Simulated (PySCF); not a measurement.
C$_{4}$H$_{4}$Se, charge +1, doublet, geometry from GFN2-xTB of the parent state (a state made from the parent by changing its charge; the spin is typed, not shown lowest); PBE/3-21G (PySCF).

Input for PySCF:
```python
from pyscf import gto, scf, dft

mol = gto.Mole()
mol.atom = '''
    C     0.52973863   -1.70013647   -0.36404580
    C    -0.87775011   -1.54351414   -0.38824634
    C    -1.30856073   -0.28529626   -0.12047485
    Se    0.09460885    0.88180436    0.20451478
    C     1.21718690   -0.56635604   -0.07704684
    H     1.01092001   -2.64397673   -0.55819727
    H    -1.54771727   -2.35925706   -0.60219080
    H    -2.32838464    0.05352367   -0.08677554
    H     2.28479299   -0.45982084   -0.00745600
'''
mol.basis = '3-21g'
mol.charge = 1
mol.spin = 1
mol.verbose = 4
mol.build()

mf = dft.UKS(mol)
mf.xc = 'pbe'
mf.kernel()
mf.analyze()
```

**Question.** Predict the main parts of the log of this PySCF run.

**Answer.** 
```
PySCF version 2.14.0

[INPUT] verbose = 4
[INPUT] num. atoms = 9
[INPUT] num. electrons = 61
[INPUT] charge = 1
[INPUT] spin (= nelec alpha-beta = 2S) = 1
[INPUT] symmetry False subgroup None
[INPUT] Mole.unit = angstrom
[INPUT] Symbol           X                Y                Z      unit          X                Y                Z       unit  Magmom
[...]
nuclear repulsion = 313.146305887657
number of shells = 38
number of NR pGTOs = 126
number of NR cGTOs = 66
basis = 3-21g
ecp = {}

******** <class 'pyscf.dft.uks.UKS'> ********
method = UKS
initial guess = minao
damping factor = 0
level_shift factor = 0
DIIS = <class 'pyscf.scf.diis.CDIIS'>
diis_start_cycle = 1
diis_space = 8
diis_damp = 0
SCF conv_tol = 1e-09
SCF conv_tol_grad = None
SCF max_cycles = 50
direct_scf = True
direct_scf_tol = 1e-13
number electrons alpha = 31  beta = 30
XC library pyscf.dft.libxc version 7.1.2
    S. Lehtola, C. Steigemann, M. J. T. Oliveira, and M. A. L. Marques,  SoftwareX 7, 1–5 (2018)
XC functionals = pbe
    J. P. Perdew, K. Burke, and M. Ernzerhof,  Phys. Rev. Lett. 77, 3865 (1996)
    J. P. Perdew, K. Burke, and M. Ernzerhof,  Phys. Rev. Lett. 78, 1396 (1997)
    J. P. Perdew, K. Burke, and M. Ernzerhof,  Phys. Rev. Lett. 77, 3865 (1996)
    J. P. Perdew, K. Burke, and M. Ernzerhof,  Phys. Rev. Lett. 78, 1396 (1997)
radial grids:
    Treutler-Ahlrichs [JCP 102, 346 (1995); DOI:10.1063/1.469408] (M4) radial grids

becke partition: Becke, JCP 88, 2547 (1988); DOI:10.1063/1.454033
pruning grids: <function nwchem_prune>
grids dens level: 3
symmetrized grids: False
atomic radii adjust function: <function treutler_atomic_radii_adjust>
small_rho_cutoff = 0
Set gradient conv threshold to 3.16228e-05
tot grids = 116128
init E= -2541.90878206496

cycle= 1 E= -2543.21899177802  delta_E= -1.31  |g|= 0.214  |ddm|= 2.54
cycle= 2 E= -2543.04050980894  delta_E= 0.178  |g|= 0.546  |ddm|= 1.21
cycle= 3 E= -2543.23776959005  delta_E= -0.197  |g|= 0.151  |ddm|= 0.676
cycle= 4 E= -2543.22182379754  delta_E= 0.0159  |g|= 0.211  |ddm|= 0.943

cycle= 5 E= -2543.25130182702  delta_E= -0.0295  |g|= 0.077  |ddm|= 0.928
cycle= 6 E= -2543.25382517269  delta_E= -0.00252  |g|= 0.049  |ddm|= 0.0533
cycle= 7 E= -2543.25554368468  delta_E= -0.00172  |g|= 0.0166  |ddm|= 0.0615
cycle= 8 E= -2543.25563722841  delta_E= -9.35e-05  |g|= 0.0133  |ddm|= 0.0661
cycle= 9 E= -2543.25574357354  delta_E= -0.000106  |g|= 0.00316  |ddm|= 0.0634
cycle= 10 E= -2543.2557514111  delta_E= -7.84e-06  |g|= 0.000325  |ddm|= 0.00901
cycle= 11 E= -2543.2557514928  delta_E= -8.17e-08  |g|= 6.48e-05  |ddm|= 0.000655
cycle= 12 E= -2543.25575149624  delta_E= -3.44e-09  |g|= 1.2e-05  |ddm|= 0.000151
cycle= 13 E= -2543.25575149633  delta_E= -8.28e-11  |g|= 5.69e-06  |ddm|= 2.78e-05
Extra cycle  E= -2543.25575149546  delta_E= 8.69e-10  |g|= 3.69e-05  |ddm|= 0.000178
converged SCF energy = -2543.25575149546  <S^2> = 0.75897204  2S+1 = 2.008952
**** SCF Summaries ****
Total Energy =                       -2543.255751495455570
Nuclear Repulsion Energy =             313.146305887656695
One-electron Energy =                -4145.376356658550321
Two-electron Energy =                 1288.974299275438398
Two-electron Coulomb Energy =         1398.314618510710943
DFT Exchange-Correlation Energy =     -109.340319235272446
**** MO energy ****
                             alpha | beta                alpha | beta
[...]
To work with the spin densities directly, `use mulliken_meta_spin()` only printing them here.

 ** Mulliken spin pop alpha/beta on meta-lowdin orthogonal AOs **
 ** Mulliken Spin Density (per AO)  **
spin_pop of  0 C 1s       -0.00000
spin_pop of  0 C 2s        0.00114
spin_pop of  0 C 3s        0.00000
spin_pop of  0 C 2px      -0.00158
spin_pop of  0 C 2py       0.00151
spin_pop of  0 C 2pz       0.09627
spin_pop of  0 C 3px       0.00003
spin_pop of  0 C 3py       0.00003
spin_pop of  0 C 3pz       0.00013
spin_pop of  1 C 1s       -0.00000
spin_pop of  1 C 2s        0.00113
spin_pop of  1 C 3s        0.00000
spin_pop of  1 C 2px      -0.00025
spin_pop of  1 C 2py       0.00010
spin_pop of  1 C 2pz       0.09600
spin_pop of  1 C 3px       0.00004
spin_pop of  1 C 3py       0.00003
spin_pop of  1 C 3pz       0.00013
spin_pop of  2 C 1s       -0.00001
spin_pop of  2 C 2s        0.01825
spin_pop of  2 C 3s       -0.00002
spin_pop of  2 C 2px       0.01229
spin_pop of  2 C 2py       0.02942
spin_pop of  2 C 2pz       0.40729
spin_pop of  2 C 3px      -0.00005
spin_pop of  2 C 3py      -0.00016
spin_pop of  2 C 3pz       0.00038
spin_pop of  3 Se 1s        0.00000
spin_pop of  3 Se 2s       -0.00000
spin_pop of  3 Se 3s        0.00000
spin_pop of  3 Se 4s        0.00054
spin_pop of  3 Se 5s        0.00013
spin_pop of  3 Se 2px      -0.00000
spin_pop of  3 Se 2py      -0.00000
spin_pop of  3 Se 2pz      -0.00000
spin_pop of  3 Se 3px      -0.00000
spin_pop of  3 Se 3py      -0.00000
spin_pop of  3 Se 3pz      -0.00001
spin_pop of  3 Se 4px      -0.01945
spin_pop of  3 Se 4py      -0.01782
spin_pop of  3 Se 4pz      -0.05885
spin_pop of  3 Se 5px      -0.00030
spin_pop of  3 Se 5py      -0.00019
spin_pop of  3 Se 5pz      -0.00002
spin_pop of  3 Se 3dxy      0.00003
spin_pop of  3 Se 3dyz      0.00001
spin_pop of  3 Se 3dz^2     0.00001
spin_pop of  3 Se 3dxz      0.00010
spin_pop of  3 Se 3dx2-y2    0.00000
spin_pop of  4 C 1s       -0.00001
spin_pop of  4 C 2s        0.01825
spin_pop of  4 C 3s       -0.00002
spin_pop of  4 C 2px       0.01081
spin_pop of  4 C 2py       0.03094
spin_pop of  4 C 2pz       0.40713
spin_pop of  4 C 3px      -0.00003
spin_pop of  4 C 3py      -0.00017
spin_pop of  4 C 3pz       0.00038
spin_pop of  5 H 1s       -0.00305
spin_pop of  5 H 2s        0.00001
spin_pop of  6 H 1s       -0.00304
spin_pop of  6 H 2s        0.00001
spin_pop of  7 H 1s       -0.01381
spin_pop of  7 H 2s        0.00007
spin_pop of  8 H 1s       -0.01381
spin_pop of  8 H 2s        0.00007
 ** Mulliken Spin Density (per atom)  **
spin density of  0 C =      0.09753
spin density of  1 C =      0.09718
spin density of  2 C =      0.46740
spin density of  3 Se =     -0.09583
spin density of  4 C =      0.46728
spin density of  5 H =     -0.00304
spin density of  6 H =     -0.00303
spin density of  7 H =     -0.01375
spin density of  8 H =     -0.01374
 ** Mulliken pop alpha/beta on meta-lowdin orthogonal AOs **
 ** Mulliken pop       alpha | beta **
In total            31.00000 | 30.00000
 ** Mulliken atomic charges   ( Nelec_alpha | Nelec_beta ) **
charge of  0C =     -0.04727  (     3.07240      2.97487 )
charge of  1C =     -0.04747  (     3.07232      2.97515 )
charge of  2C =     -0.10613  (     3.28677      2.81936 )
charge of  3Se =      0.56819  (    16.66799     16.76382 )
charge of  4C =     -0.10620  (     3.28674      2.81946 )
charge of  5H =      0.17812  (     0.40942      0.41246 )
charge of  6H =      0.17812  (     0.40942      0.41246 )
charge of  7H =      0.19132  (     0.39747      0.41121 )
charge of  8H =      0.19132  (     0.39747      0.41121 )

WARN: System has nonzero charge 1; the dipole moment is origin-dependent.
Location of origin: [0. 0. 0.]

Dipole moment(X, Y, Z, Debye): -0.28009, -2.61201, -0.60579
```
